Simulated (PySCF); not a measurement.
## Electron correlation in Cl⁺ (chlorine, charge +1)

[Ne] 3s1 3p5, high-spin 3P determinant (an excited configuration). Calculation: PySCF 2.14, in aug-cc-pwCVDZ (6s5p3d, 36 functions); no relativity, point nucleus. Frozen: 1s2; 14 electrons correlated.

MP2 pair energies summed by pair of shells (mhartree):

| pair | energy | share (%) |
| --- | --- | --- |
| 3p-3p | -136.57 | 46.3 |
| 2p-2p | -82.77 | 28.1 |
| 2p-3p | -27.28 | 9.2 |
| 2s-2p | -24.08 | 8.2 |
| 3s-3p | -10.28 | 3.5 |
| 2s-2s | -4.75 | 1.6 |
| 2s-3p | -4.70 | 1.6 |
| 2p-3s | -3.89 | 1.3 |
| 2s-3s | -0.71 | 0.2 |

Total MP2 correlation energy: -295.01 mhartree.

Same-spin part -73.65 and opposite-spin part -221.36 mhartree; SCS-MP2 scales them by 1/3 and 6/5 to -290.18 mhartree.
